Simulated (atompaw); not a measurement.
**Ta: PAW (atompaw) pseudisation with PBE, scalar-relativistic reference atom.**

The input file (atompaw 4.2.0.5):

```
Ta 73
GGA-PBE scalarrelativistic loggrid 2001 logderivrange -2 5 176
6 6 5 4 0 0
6 1 0
5 2 3
0 0 0
c
c
c
c
c
v
c
c
c
c
v
c
c
v
c
2
3.00 2.70 2.25 2.40
y
4.5
n
y
1.2
n
y
0.25
n
bloechl besselshape
bessel
PWSCFOUT
UPFDX 0.0125d0 UPFXMIN -7.d0 UPFZMESH 73.d0
END
```

Command:

```bash
atompaw < Ta.input > Ta.log
```

The program printed (summary file):

```
Completed calculations for Ta (AE)

 Exchange-correlation type: GGA, Perdew-Burke-Ernzerhof

 Radial integration grid is logarithmic
 r0 =   9.3554737E-05 h =   6.8294958E-03   n =      2001 rmax =   8.0000000E+01

 Scalar relativistic calculation

 AEatom converged in  43 iterations
   nz     =  73.00
   delta  =       8.884285469357E-16

 All Electron Orbital energies:
  n  l      occupancy      energy
  1  0      2.0000000E+00 -4.9517611E+03
  2  0      2.0000000E+00 -8.5075511E+02
  3  0      2.0000000E+00 -1.9489399E+02
  4  0      2.0000000E+00 -3.9735982E+01
  5  0      2.0000000E+00 -5.3656030E+00
  6  0      2.0000000E+00 -4.0001938E-01
  2  1      6.0000000E+00 -7.4547659E+02
  3  1      6.0000000E+00 -1.6358634E+02
  4  1      6.0000000E+00 -2.9468056E+01
  5  1      6.0000000E+00 -2.8957808E+00
  6  1      0.0000000E+00 -1.0224205E-01
  3  2      1.0000000E+01 -1.2708084E+02
  4  2      1.0000000E+01 -1.6330929E+01
  5  2      3.0000000E+00 -2.6392425E-01
  4  3      1.4000000E+01 -1.8157344E+00

 Total energy
   Total                    :   -31209.11876369280071

 ---
 Completed calculations for Ta (SC)

 Exchange-correlation type: GGA, Perdew-Burke-Ernzerhof

 Radial integration grid is logarithmic
 r0 =   9.3554737E-05 h =   6.8294958E-03   n =      2001 rmax =   8.0000000E+01

 Scalar relativistic calculation

 SCatom converged in   2 iterations
   nz     =  73.00
   delta  =       2.320316089246E-18

 Valence Electron Orbital energies:
  n  l      occupancy      energy
   6  0      2.0000000E+00 -4.0001938E-01
   6  1      0.0000000E+00 -1.0224205E-01
   5  2      3.0000000E+00 -2.6392425E-01

 Total energy
   Total                    :   -31209.11876369312085
   Valence                  :     -635.43723314583258

 PAW parameters:
       lmax =            2
         rc =    3.0157205243774672
        irc =         1521
   rc_shape =    2.7035433544898066
    rc_vloc =    2.2636751170019851
    rc_core =    2.4071839451267358
   Vloc: truncated form - Vps(r)=A.sin(qr)/r for r<rc
   Projector type: Bloechl + Gram-Schmidt ortho.
   Bessel compensation charge shape zeroed at   2.7035E+00

 Number of basis functions     6
 No.   n  nodes  l      Energy         Cp coeff         Occ
  1    6    5    0   -0.4000194E+00 -0.5636284E+01  0.2000000E+01
  2  999    6    0    0.4500000E+01 -0.1027421E+02  0.0000000E+00
  3    6    4    1   -0.1022421E+00 -0.9287971E+01  0.0000000E+00
  4  999    5    1    0.1200000E+01  0.4945361E+01  0.0000000E+00
  5    5    2    2   -0.2639243E+00  0.4251389E+01  0.3000000E+01
  6  999    3    2    0.2500000E+00  0.4931682E+01  0.0000000E+00

 Eigenvalues of overlap operator (in the basis of projectors):
    1        2.49220999E-02
    2        4.62945786E-02
    3        2.69915186E-01
    4        2.64924427E+00
    5        4.20085681E+00
    6        2.11727940E+01

 Orbital leakage outside PAW augmentation regions
   orb  is_core?  %out_of_sphere
   1 0    T           0.00
   2 0    T           0.00
   3 0    T           0.00
   4 0    T           0.00
   5 0    T           0.03
   6 0    F          54.42
   2 1    T           0.00
   3 1    T           0.00
   4 1    T           0.00
   5 1    T           0.34
   6 1    F          85.86
   3 2    T           0.00
   4 2    T           0.00
   5 2    F          19.89
   4 3    T           0.02

 Summary of PAW energies
   Total valence energy     :   -635.43723596058794
   Smooth energy            :      8.44884585404780
   One center               :   -643.88608181463576
   Smooth kinetic           :      5.47507297576594
   Vloc energy              :      0.86905889776487
   Smooth exch-corr         :     -4.15229626442768
   One-center xc            :   -626.01720412017130
```

Note: ghost state, extra bound levels that the all-electron valence spectrum of the same l lacks: p at -10.6 eV. A true bound ghost makes a file unfit for plane-wave use. The 6s radius (1.30 bohr) lies inside the outermost node of the all-electron wave (1.32 bohr), which a nodeless pseudo-wave cannot match soundly.

The run took about 10 s on one core of a shared server CPU.
